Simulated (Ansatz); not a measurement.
Relaxation of Mo(NH)2Cl2 (MoN2Cl2H2) with RKS PBE-D4/def2-SVP.

```sh
$ ansatz run in.yaml --threads 4 --pin off --events-out ev --progress --plain --max-ram 3916MiB
```

```yaml
crystal:
  periodic: [false, false, false]
  atoms:
    - {symbol: Mo, position_ang: [-0.315660, 0.003180, -0.220130]}
    - {symbol: N, position_ang: [-0.362860, -0.021340, 1.512670]}
    - {symbol: H, position_ang: [-0.197250, -0.034750, 2.510830]}
    - {symbol: N, position_ang: [1.290250, 0.007230, -0.873550]}
    - {symbol: H, position_ang: [2.285490, 0.008790, -1.057160]}
    - {symbol: Cl, position_ang: [-1.343700, 1.796060, -0.910720]}
    - {symbol: Cl, position_ang: [-1.356260, -1.759160, -0.961940]}
basis:
  gaussian: {orbitals: def2-SVP}
hamiltonian: {xc: pbe, dispersion: d4}
scf: {omitted_lower_state_checks: [starts]}
output: {orbitals: {seedname: orbitals}}
relax: {f_tol: 0.02, max_steps: 100}
```

It took 19 s on 4 threads of Intel Xeon Platinum 8259CL on a shared host.

Positions (Å) and forces (eV/Å) at steps 1, 2, 3, 4, 5, 6, 7, 8 of 8:

```xyz
7
step=1 energy=-29894.9163 eV
Mo   -0.316    0.003   -0.220    1.670    0.018    1.166
N    -0.363   -0.021    1.513   -0.399    0.006   -0.324
H    -0.197   -0.035    2.511    0.399   -0.010    0.535
N     1.290    0.007   -0.874   -0.429    0.006   -0.266
H     2.285    0.009   -1.057    0.636   -0.006    0.190
Cl   -1.344    1.796   -0.911   -0.920    1.840   -0.615
Cl   -1.356   -1.759   -0.962   -0.956   -1.854   -0.684
7
step=2 energy=-29895.1965 eV
Mo   -0.345    0.005   -0.241    0.343    0.034    0.240
N    -0.353   -0.019    1.497   -0.412   -0.007   -0.388
H    -0.120   -0.037    2.494    0.296    0.003    0.013
N     1.279    0.016   -0.859   -0.495   -0.042   -0.248
H     2.296   -0.001   -0.979    0.107    0.015    0.272
Cl   -1.373    1.940   -0.928    0.075   -0.056    0.056
Cl   -1.383   -1.904   -0.984    0.085    0.053    0.055
7
step=3 energy=-29895.2287 eV
Mo   -0.371    0.010   -0.258    0.197   -0.097    0.133
N    -0.363   -0.020    1.474   -0.316    0.028    0.022
H    -0.071   -0.036    2.460    0.194   -0.005   -0.153
N     1.254    0.001   -0.861   -0.075    0.070   -0.295
H     2.281    0.003   -0.920   -0.089   -0.019    0.231
Cl   -1.364    1.977   -0.918    0.054   -0.084    0.025
Cl   -1.366   -1.936   -0.975    0.035    0.107    0.037
7
step=4 energy=-29895.2471 eV
Mo   -0.371    0.009   -0.258   -0.075   -0.047   -0.054
N    -0.372   -0.019    1.472   -0.187    0.013   -0.008
H    -0.040   -0.036    2.441    0.177   -0.003    0.018
N     1.249    0.005   -0.868   -0.060    0.038   -0.166
H     2.274    0.003   -0.886    0.069   -0.010    0.156
Cl   -1.368    1.970   -0.922    0.045   -0.061    0.024
Cl   -1.372   -1.930   -0.978    0.031    0.069    0.029
7
step=5 energy=-29895.2571 eV
Mo   -0.380    0.007   -0.265    0.040   -0.022    0.026
N    -0.377   -0.019    1.467   -0.140    0.007   -0.086
H    -0.012   -0.036    2.426    0.139   -0.001    0.022
N     1.243    0.007   -0.870   -0.119    0.019   -0.095
H     2.269    0.004   -0.854    0.061   -0.005    0.119
Cl   -1.369    1.970   -0.924    0.014   -0.024    0.006
Cl   -1.375   -1.933   -0.979    0.005    0.026    0.007
7
step=6 energy=-29895.2636 eV
Mo   -0.386    0.006   -0.269    0.001   -0.009    0.000
N    -0.380   -0.019    1.463   -0.059    0.002   -0.006
H     0.015   -0.035    2.411    0.077    0.001   -0.032
N     1.239    0.009   -0.871   -0.019    0.009   -0.047
H     2.265    0.006   -0.824   -0.009   -0.002    0.079
Cl   -1.374    1.968   -0.928    0.007   -0.014    0.003
Cl   -1.379   -1.935   -0.982    0.002    0.013    0.003
7
step=7 energy=-29895.2686 eV
Mo   -0.407    0.007   -0.283    0.057   -0.026    0.033
N    -0.371   -0.018    1.447   -0.025    0.003    0.143
H     0.105   -0.034    2.361   -0.051    0.002   -0.102
N     1.227    0.011   -0.855    0.109    0.014   -0.069
H     2.248    0.005   -0.724   -0.101    0.002   -0.013
Cl   -1.404    1.963   -0.947    0.009    0.022    0.003
Cl   -1.397   -1.934   -0.999    0.000   -0.016    0.004
7
step=8 energy=-29895.2700 eV
Mo   -0.403    0.004   -0.280   -0.001    0.000   -0.003
N    -0.380   -0.019    1.452    0.005   -0.001   -0.016
H     0.088   -0.032    2.367   -0.001    0.000    0.006
N     1.228    0.011   -0.864   -0.014    0.001    0.013
H     2.248    0.008   -0.742    0.005    0.001   -0.005
Cl   -1.391    1.968   -0.939    0.004   -0.005    0.002
Cl   -1.391   -1.940   -0.992    0.002    0.005    0.003
```

In the def2 sets Mo takes a core potential; there is no spin–orbit coupling. The restricted singlet is unstable towards broken spin symmetry in Hartree–Fock (as tested in another run); at PBE-D4/def2-SVP this wasn't settled.
